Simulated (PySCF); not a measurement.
Partial charges of `C#CC1=C(C)COC1`

Compound: C₇H₈O.
Cartesian coordinates in Å at the GFN2-xTB level; atoms count from 1:
```xyz
16
C7H8O angstrom
C      2.425    1.908    0.091
C      1.618    1.019    0.129
C      0.685   -0.030    0.170
C     -0.648    0.050    0.231
C     -1.512    1.257    0.275
C     -1.214   -1.339    0.255
O     -0.105   -2.220    0.183
C      1.103   -1.477    0.152
H      3.125    2.688    0.057
H     -2.205    1.256   -0.566
H     -0.903    2.156    0.235
H     -2.102    1.264    1.191
H     -1.781   -1.534    1.179
H     -1.884   -1.526   -0.597
H      1.670   -1.730   -0.754
H      1.720   -1.732    1.026
```

Density: PBE0/pcSseg-1 (PySCF); schemes: Mulliken, IAO, Hirshfeld and ESP-fitted. Isolated species at its GFN2-xTB geometry, gas phase.

**Question.** Give the atomic charges in each scheme.

**Answer.** In e:

```tsv
atom	environment	Mulliken	IAO	Hirshfeld	ESP-fitted
C1	terminal alkyne carbon	-0.413	-0.237	-0.108	-0.377
C2	alkyne carbon	+0.431	-0.030	-0.042	-0.064
C3	fully substituted alkene carbon	-0.336	-0.059	-0.013	-0.009
C4	fully substituted alkene carbon	-0.413	+0.025	+0.018	+0.175
C5	allylic carbon	-0.111	-0.432	-0.111	-0.642
C6	sp3 carbon bound to oxygen	+0.219	-0.056	+0.002	+0.122
O7	cyclic ether oxygen	-0.541	-0.405	-0.159	-0.442
C8	sp3 carbon bound to oxygen	+0.238	-0.046	+0.004	+0.106
H9	alkyne hydrogen	+0.043	+0.204	+0.092	+0.295
H10	methyl hydrogen	+0.131	+0.156	+0.052	+0.181
H11	methyl hydrogen	+0.135	+0.163	+0.047	+0.207
H12	methyl hydrogen	+0.132	+0.157	+0.052	+0.183
H13	methylene hydrogen	+0.119	+0.138	+0.041	+0.057
H14	methylene hydrogen	+0.119	+0.139	+0.042	+0.059
H15	methylene hydrogen	+0.124	+0.143	+0.042	+0.075
H16	methylene hydrogen	+0.123	+0.141	+0.040	+0.074
```

Mean size of the charges over all atoms: Mulliken 0.227 e, ESP-fitted 0.192 e, IAO 0.158 e, Hirshfeld 0.054 e. Each set sums to the total charge, 0, to within 0.001 e. The Hirshfeld scheme divides the density at each point in proportion to the densities of the neutral, spherically averaged free atoms.

Lowest charge. The schemes don't all agree: Mulliken O7 (-0.541); IAO C5 (-0.432); Hirshfeld O7 (-0.159); ESP-fitted C5 (-0.642).

Highest charge. The schemes don't all agree: Mulliken C2 (+0.431); IAO H9 (+0.204); Hirshfeld H9 (+0.092); ESP-fitted H9 (+0.295).

**Question.** How many electrons does the Hirshfeld scheme count on C1?

**Answer.** Z − q = 6 − (-0.108) = 6.108.

**Question.** Sum the charges by element, for elements with more than one atom.

**Answer.** 
```
element  atoms  Mulliken     IAO  Hirshfeld  ESP-fitted
      C      7    -0.385  -0.836     -0.250      -0.689
      H      8    +0.926  +1.241     +0.409      +1.131
```
